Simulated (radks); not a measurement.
The numbers below are computed, except where a source is named.
Question: All-electron atom: the cerium ion Ce3+ in [Xe] 6p1 (not the ground configuration). Code: a radial shooting solver on a logarithmic mesh with Libxc functionals. Model: scalar-relativistic Kohn-Sham, PBE, spin-polarised, spherical densities, finite nucleus; open shells are filled with parallel spins first (spin-orbit coupling, left out, can overturn this in heavy ions); Fermi nuclear charge, rms radius 4.8771 fm. Some entries of the table are withheld. Estimate them.

orbital,occ.,eigenvalue (eV),<r> (bohr),r(max) (bohr)
1s up,1,-40302.13,0.02457,0.01574
1s down,1,-40302.12,0.02457,0.01574
2s up,1,-6484.003,0.1052,0.08907
2s down,1,-6483.996,0.1052,0.08907
2p up,3,-5811.077,0.09237,0.07168
2p down,3,-5811.065,0.09237,0.07168
3s up,1,-1426.132,0.2787,0.2547
3s down,1,-1426.121,0.2787,0.2547
3p up,3,-1212.096,0.2767,0.2493
3p down,3,-1212.083,0.2767,0.2493
3d up,5,-907.9345,0.2536,0.2053
3d down,5,-907.9219,0.2536,0.2053
4s up,1,-317.5303,0.6354,0.5923
4s down,1,-317.5057,0.6354,0.5923
4p up,3,(1),0.6718,0.6179
4p down,3,(2),0.6717,0.6179
4d up,5,-146.2913,0.7371,0.6495
4d down,5,-146.2591,0.7370,0.6495
5s up,1,-71.1647,1.464,1.346
5s down,1,-71.0423,1.463,1.346
5p up,3,-52.4712,1.653,1.495
5p down,3,-52.3211,1.649,1.495
6p up,1,-19.0201,3.754,3.559

Answer: 
(1) 4p up eigenvalue (eV): -247.3811
(2) 4p down eigenvalue (eV): -247.3554
